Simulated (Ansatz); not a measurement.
Input file for Ansatz (an electronic-structure program): U-B3LYP/cc-pV(T+d)Z on Al2, 2S+1 = 3, a point of a bond scan (R = 3.720 Å). Files ending in .json are basis or fitting sets from the Basis Set Exchange.

Ansatz 0.2 input:
```yaml
crystal:
  periodic: [false, false, false]
  atoms:
    - {symbol: Al, position_ang: [-0.00000000, -0.00000000, -1.37770259]}
    - {symbol: Al, position_ang: [0.00000000, 0.00000000, 2.34209440]}
basis:
  gaussian:
    orbitals: cc-pV_T+d_Z.json
hamiltonian:
  xc: {name: B3LYP}
magnetization: {spin_polarized: true, initial_magnetization: 2}
```

Output:

```
WARN ansatz: RAYON_NUM_THREADS=1 ignored (pool sized by the plan → 1); use --threads N
Functional definition: B3LYP
integrals: 0.02 GiB planned
622 factors; their error is unknown
mean field: 0.23 GiB planned
mean field evaluation 1: about -13192.1065 eV, gradient 2.3e0 eV
mean field evaluation 2: about -13192.1713 eV, gradient 1.4e0 eV
mean field evaluation 4: about -13192.1888 eV, gradient 5.9e-2 eV
mean field evaluation 8: about -13192.2591 eV, gradient 1.1e-3 eV
mean field evaluation 16: about -13192.2062 eV, gradient 1.7e0 eV
mean field evaluation 32: about -13191.5383 eV, gradient 6.3e-2 eV
mean field evaluation 64: about -13191.6018 eV, gradient 4.6e-1 eV
mean field -13192.25911521 eV, -484.8065804497 hartree, gradient 7.3e-6 eV, S^2 2.005200; 15 other end points of the search recorded, 0 dependent functions left out
reference -13192.25930585 eV, -484.8065874555 hartree; 14, 12 occupied and 64, 66 virtual orbitals, 622 factors
Total energy: -13192.25930585 eV, -484.8065874555 hartree
```

The run converged.

Cost: very roughly 12 core-seconds.
